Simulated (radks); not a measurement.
The numbers below are computed, except where a source is named.
Valence configurations of neutral rubidium (all share [Kr]). Level of theory: scalar-relativistic Kohn-Sham, r2SCAN, spin-polarised, spherical densities, finite nucleus; open shells are filled with parallel spins first (spin-orbit coupling, left out, can overturn this in heavy ions); meta-GGA in the generalised Kohn-Sham scheme; Fermi nuclear charge, rms radius 4.2036 fm (a radial shooting solver on a logarithmic mesh with Libxc functionals). Energies are relative to 5s1; eigenvalues in eV for spin up.

valence,E (eV),moment (Bohr magnetons),e(4d),e(5p),e(5s)
5s1,0.000,1,-,-,-2.495
5s0.5 5p0.5,0.798,1,-,-1.202,-2.747
4d0.5 5s0.5,1.244,1,-0.422,-,-2.770
5p1,1.541,1,-,-1.446,-
4d1,2.352,1,-0.634,-,-

NIST lists [Kr] 5s1 as the ground configuration; this level of theory agrees among the configurations tried. The energies are those of spherical high-spin densities, not of single terms.
